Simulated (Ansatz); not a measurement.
`C[CH](C)[GaH][CH](C)C` and `C[CH](C)[Ga]([OH])[CH](C)C` differ in one atom or group.

Ansatz, PBE0-D4/def2-TZVP geometries, multiplicity 1. Each molecule was computed in one conformer, which needn't be the lowest.

Scalar relativity is left out up to krypton.

```
                                        property  `C[CH](C)[GaH][CH](C)C`
           LUMO energy (ωB97M-V/def2-TZVPP) / eV                     0.54
             HOMO energy (B3LYP/def2-TZVPP) / eV                    -6.45
               HOMO energy (PBE/def2-TZVPP) / eV                    -5.50
              HOMO energy (PBE0/def2-TZVPP) / eV                    -6.63
         HOMO–LUMO gap (ωB97M-V/def2-TZVPP) / eV                     9.33
size of the dipole moment (B3LYP/def2-TZVPP) / D                     0.75
```

Q: Give the same properties after the change, and the shifts. (Best estimate.)

A: Ansatz gave: 
```json
{"property": "LUMO energy (ωB97M-V/def2-TZVPP) / eV", "`C[CH](C)[Ga]([OH])[CH](C)C`": "1.22", "shift": "0.68"}
{"property": "HOMO energy (B3LYP/def2-TZVPP) / eV", "`C[CH](C)[Ga]([OH])[CH](C)C`": "-6.55", "shift": "-0.10"}
{"property": "HOMO energy (PBE/def2-TZVPP) / eV", "`C[CH](C)[Ga]([OH])[CH](C)C`": "-5.58", "shift": "-0.08"}
{"property": "HOMO energy (PBE0/def2-TZVPP) / eV", "`C[CH](C)[Ga]([OH])[CH](C)C`": "-6.73", "shift": "-0.10"}
{"property": "HOMO–LUMO gap (ωB97M-V/def2-TZVPP) / eV", "`C[CH](C)[Ga]([OH])[CH](C)C`": "10.10", "shift": "0.77"}
{"property": "size of the dipole moment (B3LYP/def2-TZVPP) / D", "`C[CH](C)[Ga]([OH])[CH](C)C`": "1.91", "shift": "1.16"}
```

With PBE0 the HOMO falls by 0.10 eV and the LUMO rises by 0.69 eV, so the gap widens by about 0.79 eV. PBE moves the HOMO by -0.08 eV and ωB97M-V by -0.09 eV. Dipoles are sizes alone; their direction can turn.

B3LYP here is the variant with VWN-RPA as its local correlation; programs differ in this.
